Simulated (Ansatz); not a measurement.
The inner images of a band of ClF2H4NSi + H2O (12 atoms, charge 0, multiplicity 1) are given out of order.

The calculation used RKS PBE0/6-31G* in Ansatz.

Initial state:

```xyz
12
Properties=species:S:1:pos:R:3
Si -0.537 0.927 -0.825
Cl 1.557 0.893 -1.218
F -1.609 0.389 -1.918
F -0.993 0.999 0.751
H -0.671 2.375 -1.114
H 0.279 -1.135 0.438
N -0.309 -1.038 -0.410
H 1.872 -0.065 1.660
O 1.083 -0.520 1.986
H -1.217 -1.463 -0.226
H 0.123 -1.546 -1.180
H 0.421 0.186 2.056
```

Final state:

```xyz
12
Properties=species:S:1:pos:R:3
Si -1.321 0.725 -0.817
Cl 2.850 0.206 -0.442
F -2.346 0.644 -2.040
F -2.214 1.035 0.472
H -0.336 1.794 -1.039
H 0.354 -0.685 1.170
N -0.494 -0.759 -0.528
H 2.175 -0.109 0.685
O 1.109 -0.556 1.793
H -1.023 -1.624 -0.579
H 0.385 -0.857 -1.034
H 0.860 0.187 2.359
```

Q: Put them in order from the first end to the last, with their energies above the first end.
A.
```xyz
12
Properties=species:S:1:pos:R:3
Si -1.242 0.718 -0.808
Cl 2.650 0.280 -0.659
F -1.561 0.865 -2.365
F -2.636 0.814 -0.035
H -0.346 1.808 -0.396
H 0.390 -0.667 1.235
N -0.588 -0.821 -0.375
H 2.123 -0.043 0.542
O 1.206 -0.509 1.770
H -1.248 -1.593 -0.360
H 0.246 -1.094 -0.892
H 1.006 0.243 2.343
```
B.
```xyz
12
Properties=species:S:1:pos:R:3
Si -0.742 0.900 -0.956
Cl 1.529 0.903 -0.949
F -0.799 0.707 -2.549
F -2.344 0.669 -0.656
H -0.683 2.237 -0.334
H 0.071 -0.808 0.718
N -0.507 -0.833 -0.153
H 1.961 -0.136 1.193
O 1.469 -0.716 1.803
H -1.421 -1.242 0.037
H 0.004 -1.431 -0.804
H 1.463 -0.251 2.649
```
C.
```xyz
12
Properties=species:S:1:pos:R:3
Si -0.613 0.810 -0.822
Cl 1.615 0.576 -1.215
F -0.951 0.897 -2.387
F -2.160 0.708 -0.270
H -0.266 2.000 -0.020
H 0.059 -0.992 0.652
N -0.461 -1.015 -0.255
H 1.815 0.038 1.132
O 1.256 -0.377 1.815
H -1.386 -1.422 -0.121
H 0.092 -1.573 -0.907
H 1.001 0.349 2.399
```
D.
```xyz
12
Properties=species:S:1:pos:R:3
Si -0.602 0.891 -0.830
Cl 1.577 0.782 -1.040
F -1.267 0.524 -2.249
F -1.711 0.822 0.373
H -0.506 2.367 -0.791
H 0.091 -1.060 0.557
N -0.411 -1.029 -0.351
H 1.854 -0.009 1.264
O 1.260 -0.480 1.872
H -1.331 -1.450 -0.232
H 0.123 -1.568 -1.031
H 0.922 0.209 2.459
```
E.
```xyz
12
Properties=species:S:1:pos:R:3
Si -0.948 0.749 -0.813
Cl 2.050 0.575 -0.819
F -0.805 0.794 -2.394
F -2.530 0.763 -0.523
H -0.403 1.899 -0.091
H 0.324 -0.718 0.985
N -0.537 -0.854 -0.148
H 1.793 -0.066 0.744
O 1.249 -0.536 1.589
H -1.372 -1.418 0.005
H 0.094 -1.353 -0.778
H 1.086 0.164 2.241
```

A: D (+0.16 eV), C (+0.23 eV), B (+0.26 eV), E (+0.85 eV), A (+0.60 eV).

Run time: 5.1 min on 2 threads of AMD EPYC 7R13 Processor (Zen 3) (shared host), peak memory 0.28 GiB.
